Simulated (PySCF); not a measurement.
State search for GaO

Unrestricted PBE0; basis Ga jorge-DZP-DKH, O jorge-DZP-DKH; spin-free X2C with a Gaussian nucleus; PySCF 2.14. Outer shells of the fragments: Ga 3d10 4s2 4p1; O 2s2 2p4.

Followed along the bond (rough minima from three points):

```tsv
2Ms+1	unpaired	⟨S²⟩ at the start	R at minimum (Å)	Te (eV)
2	σ ↑	0.76	1.70	0.00
2	π ↑	0.75	1.87	0.18
4	σ ↑, π ↑↑	3.76	none in the scan	≤ 3.51
```

Solutions found at the starting distance of 1.805 Å, counted from the lowest of them; the search is not exhaustive and high or unbound solutions are not listed, so other states can lie among these:

| 2Ms+1 | unpaired | term | E (eV) | ⟨S²⟩ | ⟨Lz²⟩ | μ (D) |
| --- | --- | --- | --- | --- | --- | --- |
| 2 | σ ↑ | ²Σ⁺ | 0.00 | 0.76 | 0.00 | -3.77 |
| 2 | π ↑ | ²Π | 0.09 | 0.75 | 1.01 | -1.72 |
| 4 | σ ↑, π ↑↑ | mixed | 3.43 | 3.76 | 2.00 | -1.63 |
| 4 | σ ↑, π ↑↑ | mixed | 3.66 | 3.76 | 2.00 | -1.64 |
| 2 | σ ↑, π ↑↓ | mixed | 4.22 | 1.76 | 2.01 | -1.11 |
| 4 | π ↑↑↑ | ⁴Π | 5.89 | 3.76 | 1.00 | 3.24 |

A term symbol is given only where ⟨S²⟩ and ⟨Lz²⟩ are close to those of a pure state; real π, δ and φ orbitals otherwise mix terms. A positive dipole means Ga(−)O(+).

Task: Compare the gap between the two lowest followed solutions at the starting distance with the gap between their minima.

Result: At PBE0 the second solution (doublet, unpaired electrons π ↑) lies +0.09 eV from the first (doublet, unpaired electrons σ ↑) at 1.805 Å and +0.18 eV at the minima; the two curves relax by different amounts, since their minima lie near 1.87 and 1.70 Å.

Spin–orbit coupling is left out. Counting both spins, an empty level lies below a filled one in some of these solutions, because spin and occupation are held.
